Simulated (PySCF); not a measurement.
C$_{4}$H$_{9}$LiO, charge -1, doublet, geometry from GFN2-xTB (such geometries of metal compounds can be far from the true shape) (a state made from the parent by changing its charge; the spin is typed, not shown lowest) (in this run its highest filled SCF level lies above zero, so its values depend strongly on the basis, on diffuse functions most of all); M06/6-31G (PySCF).

The PySCF input:
```python
from pyscf import gto, scf, dft

mol = gto.Mole()
mol.atom = '''
    Li    1.01914719    1.96511518    2.02962093
    O     0.42525215    0.81996935    0.84688519
    C    -0.02303407   -0.04441420   -0.04587211
    C     1.00456360   -1.18741221   -0.31372590
    C    -1.34933231   -0.72249792    0.41811336
    C    -0.31499227    0.63776187   -1.41829453
    H     0.63768630   -1.90422918   -1.05132520
    H     1.21056439   -1.71112513    0.61918768
    H     1.93793089   -0.75456600   -0.67220735
    H    -1.17747962   -1.23946630    1.36164377
    H    -1.72329582   -1.43791531   -0.31728280
    H    -2.10541501    0.04402891    0.58489126
    H     0.59923216    1.09708597   -1.79280002
    H    -1.05606975    1.42402205   -1.27815750
    H    -0.68584198   -0.07356057   -2.15921905
'''
mol.basis = '6-31g'
mol.charge = -1
mol.spin = 1
mol.verbose = 4
mol.build()

mf = dft.UKS(mol)
mf.xc = 'm06'
mf.kernel()
```

**Question.** Write the output that PySCF gives for this input, abridged.

**Answer.** 
```
PySCF version 2.14.0

[INPUT] verbose = 4
[INPUT] num. atoms = 15
[INPUT] num. electrons = 45
[INPUT] charge = -1
[INPUT] spin (= nelec alpha-beta = 2S) = 1
[INPUT] symmetry False subgroup None
[INPUT] Mole.unit = angstrom
[INPUT] Symbol           X                Y                Z      unit          X                Y                Z       unit  Magmom
[...]
nuclear repulsion = 210.567885884219
number of shells = 48
number of NR pGTOs = 168
number of NR cGTOs = 72
basis = 6-31g
ecp = {}

******** <class 'pyscf.dft.uks.UKS'> ********
method = UKS
initial guess = minao
damping factor = 0
level_shift factor = 0
DIIS = <class 'pyscf.scf.diis.CDIIS'>
diis_start_cycle = 1
diis_space = 8
diis_damp = 0
SCF conv_tol = 1e-09
SCF conv_tol_grad = None
SCF max_cycles = 50
direct_scf = True
direct_scf_tol = 1e-13
number electrons alpha = 23  beta = 22
XC library pyscf.dft.libxc version 7.1.2
    S. Lehtola, C. Steigemann, M. J. T. Oliveira, and M. A. L. Marques,  SoftwareX 7, 1–5 (2018)
XC functionals = m06
    Y. Zhao and D. G. Truhlar,  Theor. Chem. Acc. 120, 215 (2008)
    Y. Zhao and D. G. Truhlar,  Theor. Chem. Acc. 120, 215 (2008)
radial grids:
    Treutler-Ahlrichs [JCP 102, 346 (1995); DOI:10.1063/1.469408] (M4) radial grids

becke partition: Becke, JCP 88, 2547 (1988); DOI:10.1063/1.454033
pruning grids: <function nwchem_prune>
grids dens level: 3
symmetrized grids: False
atomic radii adjust function: <function treutler_atomic_radii_adjust>
small_rho_cutoff = 0
Set gradient conv threshold to 3.16228e-05
tot grids = 172552
init E= -240.707307826987

cycle= 1 E= -240.150589646273  delta_E= 0.557  |g|= 0.71  |ddm|= 2.33

cycle= 2 E= -236.766072706125  delta_E= 3.38  |g|=  2.1  |ddm|= 4.38
cycle= 3 E= -240.351427079592  delta_E= -3.59  |g|= 0.291  |ddm|= 4.21

cycle= 4 E= -240.390795480092  delta_E= -0.0394  |g|= 0.144  |ddm|= 0.55

cycle= 5 E= -240.40323705481  delta_E= -0.0124  |g|= 0.0164  |ddm|= 0.206

cycle= 6 E= -240.403182356735  delta_E= 5.47e-05  |g|= 0.0197  |ddm|= 0.0982

cycle= 7 E= -240.403188417868  delta_E= -6.06e-06  |g|= 0.0183  |ddm|= 0.124

cycle= 8 E= -240.403517786082  delta_E= -0.000329  |g|= 0.00726  |ddm|= 0.0726

cycle= 9 E= -240.403539817348  delta_E= -2.2e-05  |g|= 0.00705  |ddm|= 0.0112

cycle= 10 E= -240.403567906329  delta_E= -2.81e-05  |g|= 0.00246  |ddm|= 0.00838

cycle= 11 E= -240.403574275606  delta_E= -6.37e-06  |g|= 0.000669  |ddm|= 0.00585

cycle= 12 E= -240.403574499959  delta_E= -2.24e-07  |g|= 0.000215  |ddm|= 0.00163

cycle= 13 E= -240.40357458081  delta_E= -8.09e-08  |g|= 9.73e-05  |ddm|= 0.00139

cycle= 14 E= -240.403574573662  delta_E= 7.15e-09  |g|= 0.000124  |ddm|= 0.000637

cycle= 15 E= -240.403574588664  delta_E= -1.5e-08  |g|= 4.94e-05  |ddm|= 0.000501

cycle= 16 E= -240.403574590648  delta_E= -1.98e-09  |g|= 1.71e-05  |ddm|= 0.000127

cycle= 17 E= -240.403574590858  delta_E= -2.1e-10  |g|= 5e-06  |ddm|= 4.48e-05

Extra cycle  E= -240.403574590643  delta_E= 2.15e-10  |g|= 2.08e-05  |ddm|= 3.29e-05
converged SCF energy = -240.403574590643  <S^2> = 0.75090292  2S+1 = 2.0009027
```
